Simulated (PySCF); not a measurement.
## Chlorine: highly charged ions in a basis for the neutral atom

Cl¹¹⁺ [He] 2s2 2p2, Cl¹²⁺ [He] 2s2 2p1. Calculation: PySCF 2.14, in x2c-SVPall; the spin-free X2C one-electron Hamiltonian (Gaussian nucleus). No spin-orbit coupling, so a gap to NIST mixes the basis error with missing relativistic terms.

Changed run: basis of the neutral atom used for a highly charged ion. This setting is unsound on purpose.

```
species  method  sound run (hartree)  changed run (hartree)  converged
  Cl¹¹⁺     UHF              not run             -381.70022        yes
  Cl¹¹⁺   B3LYP              not run             -381.84919        yes
  Cl¹¹⁺  M06-2X              not run             -381.93205        yes
  Cl¹²⁺     UHF              not run             -359.87358        yes
  Cl¹²⁺   B3LYP              not run             -359.98689        yes
  Cl¹²⁺  M06-2X              not run             -360.08876        yes
```

Ionisation energy of Cl¹¹⁺:

```csv
method,changed run (eV),NIST (eV)
UHF,593.93,591.58 ± 0.19
B3LYP,594.90,591.58 ± 0.19
M06-2X,594.39,591.58 ± 0.19
```

The contracted functions were made for the neutral atom and can be too rigid for a highly charged ion.
